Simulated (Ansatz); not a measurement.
Coupled-cluster run, `OC([SiH3])[SiH2]Cl`.

```yaml
crystal:
  periodic: [false, false, false]
  atoms:
    - {symbol: O, position_ang: [-1.072772, 1.051638, -0.893918]}
    - {symbol: C, position_ang: [-0.568203, 0.127266, 0.067234]}
    - {symbol: Si, position_ang: [-0.289850, -1.522278, -0.815268]}
    - {symbol: Si, position_ang: [0.996213, 0.770073, 0.883733]}
    - {symbol: Cl, position_ang: [0.573264, 2.705130, 1.481985]}
    - {symbol: H, position_ang: [-1.116692, 1.924098, -0.486252]}
    - {symbol: H, position_ang: [-1.304112, -0.065104, 0.866139]}
    - {symbol: H, position_ang: [-1.567487, -2.020425, -1.382761]}
    - {symbol: H, position_ang: [0.713633, -1.361980, -1.897369]}
    - {symbol: H, position_ang: [0.221818, -2.494345, 0.189407]}
    - {symbol: H, position_ang: [1.358979, -0.020225, 2.084333]}
    - {symbol: H, position_ang: [2.132009, 0.850853, -0.063264]}
basis:
  gaussian: {orbitals: def2-SVP}
correlation: {method: ccsd_t}
```

```sh
$ ansatz run in.yaml --threads 4 --pin off --events-out ev --progress --plain
```

Log, shortened:

```
Functional definition: HF
1128 factors; integrals over basis functions are off by at most 1.2e-3 eV
mean field evaluation 1: about -31393.4144 eV, gradient 3.0e1 eV
mean field evaluation 2: about -31393.4173 eV, gradient 3.0e1 eV
mean field evaluation 4: about -31396.0407 eV, gradient 3.7e0 eV
mean field evaluation 8: about -31396.0864 eV, gradient 1.3e-4 eV
mean field -31396.08644604 eV, -1153.7848958602 hartree, gradient 1.9e-6 eV, S^2 0.000000; 0 other end points of the search recorded, 0 dependent functions left out
17 core orbitals not correlated: weight in the atoms' cores, before any rotation towards them, 1.000 or more for the frozen orbitals, at most 0.000 for the correlated occupied ones
reference -31396.08644604 eV, -1153.7848958602 hartree; 16, 16 occupied and 84, 84 virtual orbitals, 1128 factors
second order -17.94010832 eV of doubles, -0.00000000 eV of singles
cycle   1  -19.10432763 eV  change    -1.2e0 eV  update   9.6e-2
cycle   2  -19.64106414 eV  change   -5.4e-1 eV  update   2.9e-2
cycle   3  -19.73159305 eV  change   -9.1e-2 eV  update   1.3e-2
cycle   4  -19.72841408 eV  change    3.2e-3 eV  update   3.2e-3
cycle   5  -19.72740904 eV  change    1.0e-3 eV  update   1.3e-3
cycle   6  -19.72739451 eV  change    1.5e-5 eV  update   4.2e-4
cycle   7  -19.72721722 eV  change    1.8e-4 eV  update   1.7e-4
cycle   8  -19.72720324 eV  change    1.4e-5 eV  update   6.8e-5
cycle   9  -19.72722908 eV  change   -2.6e-5 eV  update   2.6e-5
perturbative correction -0.49661929 eV, -0.0182504223 hartree
Total energy: -31416.31029440 eV, -1154.5281085794 hartree
```

It took 6.5 s on 4 threads of a server CPU on a shared host, with 0.56 GiB of host memory at the peak.

Correlation energy per correlated electron: -0.632 eV. T1 diagnostic: 0.0105.
